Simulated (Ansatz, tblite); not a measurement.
Forces on the cluster Tl₄H₅⁻ at its B3LYP-D4/def2-SVPD geometry. The state is a singlet with charge -1.

In the def2 sets Tl takes a core potential; there is no spin–orbit coupling. The xTB rows come from tblite. The structure comes from a short search, and lower isomers may exist.

GFN1-xTB (tblite), largest force 0.75 eV/Å:

```xyz
9
positions Å, forces eV/Å
Tl    2.338   -0.848    0.212    0.087   -0.177    0.133
Tl   -1.556   -0.706   -1.641   -0.567   -0.407   -0.240
Tl    0.386    2.329    0.012    0.434    0.613    0.053
Tl   -0.795   -1.327    1.962    0.123   -0.109    0.150
H     0.714    0.427    1.470   -0.230    0.232    0.091
H    -2.342   -0.491    0.556    0.234   -0.087   -0.040
H     0.161   -1.661   -0.236    0.051    0.010   -0.338
H    -0.907    1.281   -1.299   -0.016    0.009   -0.015
H     2.002    0.995   -1.035   -0.117   -0.083    0.207
```

GFN2-xTB (tblite), largest force 0.60 eV/Å:

```
Tl 0.067 -0.124 0.147
Tl -0.335 -0.471 -0.151
Tl 0.375 0.415 0.223
Tl 0.111 -0.121 0.092
H -0.034 0.127 0.238
H -0.178 0.052 -0.042
H 0.077 -0.198 -0.171
H -0.138 0.189 -0.200
H 0.053 0.131 -0.136
```

PBE-D4/def2-TZVPD (Ansatz), largest force 0.43 eV/Å:

```
Tl -0.354 0.229 -0.029
Tl 0.103 0.082 0.337
Tl 0.089 -0.341 -0.074
Tl 0.066 0.187 -0.386
H -0.015 -0.048 -0.089
H 0.193 -0.088 -0.033
H -0.019 0.085 0.050
H 0.024 -0.041 0.042
H -0.086 -0.064 0.183
```
